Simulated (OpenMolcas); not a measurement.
**Si III: CASPT2 settings compared**

```
Program             : OpenMolcas 26.06
Basis               : ANO-RCC-VQZP [6s5p3d2f1g]
Scalar Hamiltonian  : DKH2, point nucleus
Active space        : 2 electrons in 8 orbitals (3s 3p 4s 4p)
State averaging     : 2S+1 = 3 even, 3 roots; 2S+1 = 1 even, 6 roots; 2S+1 = 3 odd, 3 roots; 2S+1 = 1 odd, 3 roots
Spin-orbit coupling : state interaction with AMFI integrals over the reference wave functions, term energies averaged over their components
```

Methods on the same reference wave functions:
A. CASSCF
B. SS-CASPT2, IPEA 0.5 Eh, no level shift (closed shells correlated: 2s 2p)
C. SS-CASPT2, IPEA 0.6 Eh, imaginary shift 0.15 Eh (closed shells correlated: 2s 2p)

Energies in cm-1 above 3s2 1S0, the measured ground level; measured values from NIST levels in Kelleher and Podobedova, J. Phys. Chem. Ref. Data 37, 1285 (2008).

```csv
Level,A,B,C,Measured
3s2 1S0,0.0,0.0,0.0,0.0
3s 3p 3P* 0,52618,52213,52233,52725
3s 3p 3P* 1,52727,52322,52342,52853
3s 3p 3P* 2,52946,52541,52561,53115
3s 3p 1P* 1,93105,84648,84778,82884
```

Deviations, from unrounded energies. A percentage is the sum of absolute deviations over the sum of measured energies, with the sign that they share, or ± where signs differ.

```
           Against measurement  Levels     A     B     C
mean absolute deviation (cm-1)       4  2700   850   860
      other configurations (%)       4  ±4.4  ±1.4  ±1.4
```

B, C lie about equally close to measurement and A furthest from it. The largest miss of B in the table is 3s 3p 1P* 1, by +1800 cm-1. The ranking rests on the paired levels alone, and a cruder setting can come out closer through cancelling errors.

Between B and C the level of the table that moves most is 3s 3p 1P* 1, by 130 cm-1 (lowest in B, highest in C).

The lowest spin-free term lies below A's lowest term by 0.055 hartree in B, 0.055 hartree in C.

Over all roots computed the reference weight is 0.90 to 0.99 in B, 0.92 to 0.99 in C; the roots of lowest weight are the least certain, and an intruder state may touch them. Active for correlation alone: 4p 4s; no level in the range computed is led by a configuration that fills them, so any true level of that kind is missing. Computed and measured levels are paired by configuration, term and J; levels that our copy of the source lacks, or whose pairing is in doubt (as where it misses far off the trend of its configuration), stay unpaired and out of the deviations. Levels of configurations outside the active space are missing. The table leaves out levels that lie high or whose names do not pair safely across all columns.

* marks odd parity.
